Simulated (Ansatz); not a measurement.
Ansatz (a first-principles code) input file for 3-chloro-1H-silole (C₄H₅ClSi), SMILES ClC1=C[SiH2]C=C1, r2SCAN-D4/def2-SVP. 

Ansatz 0.2 input:
```yaml
crystal:
  periodic: [false, false, false]
  atoms:
    - {symbol: Cl, position_ang: [0.13960052, 2.33946257, -0.00000000]}
    - {symbol: C, position_ang: [0.04358136, 0.61342469, 0.00000000]}
    - {symbol: C, position_ang: [1.10312631, -0.20019726, 0.00000000]}
    - {symbol: Si, position_ang: [0.48316208, -1.98056593, -0.00000000]}
    - {symbol: C, position_ang: [-1.29183182, -1.33518267, 0.00000000]}
    - {symbol: C, position_ang: [-1.28002043, 0.00099939, -0.00000000]}
    - {symbol: H, position_ang: [2.11448140, 0.16452045, -0.00000000]}
    - {symbol: H, position_ang: [0.83206799, -2.70888857, -1.21882781]}
    - {symbol: H, position_ang: [0.83206799, -2.70888857, 1.21882781]}
    - {symbol: H, position_ang: [-2.21017640, -1.89745107, -0.00000000]}
    - {symbol: H, position_ang: [-2.15505140, 0.63350217, 0.00000000]}
basis:
  gaussian:
    orbitals: def2-SVP
hamiltonian:
  xc: r2scan
  dispersion: d4
relax: {f_tol: 0.002, max_steps: 200}
```

Program output:

```
WARN ansatz: RAYON_NUM_THREADS=1 ignored (pool sized by the plan → 1); use --threads N
Functional definition: r2SCAN
integrals: 0.07 GiB planned
1313 factors; their error is unknown
mean field: 0.38 GiB planned
mean field evaluation 1: about -24604.5577 eV, gradient 6.2e1 eV
mean field evaluation 2: about -24587.9696 eV, gradient 9.7e1 eV
mean field evaluation 4: about -24614.5158 eV, gradient 1.4e1 eV
mean field evaluation 8: about -24615.1075 eV, gradient 2.0e-1 eV
mean field evaluation 16: about -24615.0165 eV, gradient 2.5e-3 eV
mean field -24615.01645063 eV, -904.5851699034 hartree, gradient 1.9e-5 eV, S^2 0.000000; 0 other end points of the search recorded, 0 dependent functions left out
the calculation of the forces begins
reference -24615.01646029 eV, -904.5851702584 hartree; 30, 30 occupied and 87, 87 virtual orbitals, 1313 factors
relax step   1: F+E_penalty+E_count = -24615.09701726 eV  Δ(F+E_penalty+E_count) = +0.000e0 eV  max|allowed force component| = 1.459e0 eV/Å  Δτ_max = 0.0000 Å  (34 SCF iters, accepted)
these checks for a lower state are left out or cut short: starts, cluster_reference, orbital_swaps, neighbouring_geometries, increment
integrals: 0.07 GiB planned
1313 factors; their error is unknown
mean field: 0.38 GiB planned
mean field -24615.11738780 eV, -904.5888792760 hartree, gradient 2.6e-5 eV, S^2 0.000000; 0 other end points of the search recorded, 0 dependent functions left out
the calculation of the forces begins
reference -24615.11739751 eV, -904.5888796326 hartree; 30, 30 occupied and 87, 87 virtual orbitals, 1313 factors
relax step   2: F+E_penalty+E_count = -24615.19775576 eV  Δ(F+E_penalty+E_count) = -1.007e-1 eV  max|allowed force component| = 4.338e-1 eV/Å  Δτ_max = 0.0525 Å  (34 SCF iters, accepted)
these checks for a lower state are left out or cut short: starts, cluster_reference, orbital_swaps, neighbouring_geometries, increment
integrals: 0.07 GiB planned
1313 factors; their error is unknown
mean field: 0.38 GiB planned
mean field evaluation 32: about -24615.1235 eV, gradient 3.1e-1 eV
mean field -24615.12376149 eV, -904.5891135048 hartree, gradient 2.6e-5 eV, S^2 0.000000; 0 other end points of the search recorded, 0 dependent functions left out
the calculation of the forces begins
reference -24615.12377121 eV, -904.5891138619 hartree; 30, 30 occupied and 87, 87 virtual orbitals, 1313 factors
relax step   3: F+E_penalty+E_count = -24615.20406775 eV  Δ(F+E_penalty+E_count) = -6.312e-3 eV  max|allowed force component| = 8.240e-2 eV/Å  Δτ_max = 0.0088 Å  (34 SCF iters, accepted)
these checks for a lower state are left out or cut short: starts, cluster_reference, orbital_swaps, neighbouring_geometries, increment
integrals: 0.07 GiB planned
1313 factors; their error is unknown
mean field: 0.38 GiB planned
mean field -24615.12411647 eV, -904.5891265498 hartree, gradient 2.7e-5 eV, S^2 0.000000; 0 other end points of the search recorded, 0 dependent functions left out
the calculation of the forces begins
reference -24615.12412618 eV, -904.5891269068 hartree; 30, 30 occupied and 87, 87 virtual orbitals, 1313 factors
relax step   4: F+E_penalty+E_count = -24615.20443043 eV  Δ(F+E_penalty+E_count) = -3.627e-4 eV  max|allowed force component| = 2.823e-2 eV/Å  Δτ_max = 0.0030 Å  (35 SCF iters, accepted)
these checks for a lower state are left out or cut short: starts, cluster_reference, orbital_swaps, neighbouring_geometries, increment
integrals: 0.07 GiB planned
1313 factors; their error is unknown
mean field: 0.38 GiB planned
mean field -24615.12415023 eV, -904.5891277907 hartree, gradient 6.3e-6 eV, S^2 0.000000; 0 other end points of the search recorded, 0 dependent functions left out
the calculation of the forces begins
reference -24615.12415995 eV, -904.5891281477 hartree; 30, 30 occupied and 87, 87 virtual orbitals, 1313 factors
relax step   5: F+E_penalty+E_count = -24615.20446187 eV  Δ(F+E_penalty+E_count) = -3.143e-5 eV  max|allowed force component| = 5.780e-3 eV/Å  Δτ_max = 0.0013 Å  (27 SCF iters, accepted)
these checks for a lower state are left out or cut short: starts, cluster_reference, orbital_swaps, neighbouring_geometries, increment
integrals: 0.07 GiB planned
1313 factors; their error is unknown
mean field: 0.38 GiB planned
mean field -24615.12415344 eV, -904.5891279084 hartree, gradient 6.0e-5 eV, S^2 0.000000; 0 other end points of the search recorded, 0 dependent functions left out
the calculation of the forces begins
reference -24615.12416315 eV, -904.5891282655 hartree; 30, 30 occupied and 87, 87 virtual orbitals, 1313 factors
relax step   6: F+E_penalty+E_count = -24615.20446550 eV  Δ(F+E_penalty+E_count) = -3.635e-6 eV  max|allowed force component| = 1.988e-3 eV/Å  Δτ_max = 0.0008 Å  (23 SCF iters, accepted)
integrals: 0.07 GiB planned
1313 factors; their error is unknown
mean field: 0.38 GiB planned
mean field evaluation 64: about -24615.1975 eV, gradient 2.5e0 eV
mean field -24615.12415344 eV, -904.5891279084 hartree, gradient 6.0e-5 eV, S^2 0.000000; 1 other end points of the search recorded, 0 dependent functions left out
the calculation of the forces begins
reference -24615.12416315 eV, -904.5891282655 hartree; 30, 30 occupied and 87, 87 virtual orbitals, 1313 factors
Total energy: -24615.20447522 eV, -904.5920796794 hartree
Atom 0 at     0.129743     2.350964     0.000000 Å, force     0.000287    -0.000582     0.000000 eV/Å
Atom 1 at     0.060406     0.610820     0.000000 Å, force    -0.001988     0.001207     0.000000 eV/Å
Atom 2 at     1.145676    -0.196605    -0.000000 Å, force     0.001042    -0.000786    -0.000000 eV/Å
Atom 3 at     0.468015    -1.940260    -0.000000 Å, force     0.000505    -0.000424    -0.000000 eV/Å
Atom 4 at    -1.317651    -1.357746    -0.000000 Å, force    -0.000624     0.000575    -0.000000 eV/Å
Atom 5 at    -1.289324    -0.005626    -0.000000 Å, force     0.001065    -0.000096    -0.000000 eV/Å
Atom 6 at     2.165038     0.192504    -0.000000 Å, force    -0.000199     0.000442     0.000000 eV/Å
Atom 7 at     0.838088    -2.731556    -1.212414 Å, force    -0.000063    -0.000104     0.000307 eV/Å
Atom 8 at     0.838088    -2.731556     1.212414 Å, force    -0.000063    -0.000104    -0.000307 eV/Å
Atom 9 at    -2.257007    -1.916497    -0.000000 Å, force     0.000035    -0.000398     0.000000 eV/Å
Atom 10 at    -2.170064     0.646292     0.000000 Å, force     0.000003     0.000269     0.000000 eV/Å
Dipole moment:    -0.085518    -0.228490     0.000000 e Å
```

The calculation finished and met its thresholds.

Cost: roughly 40 core-seconds.
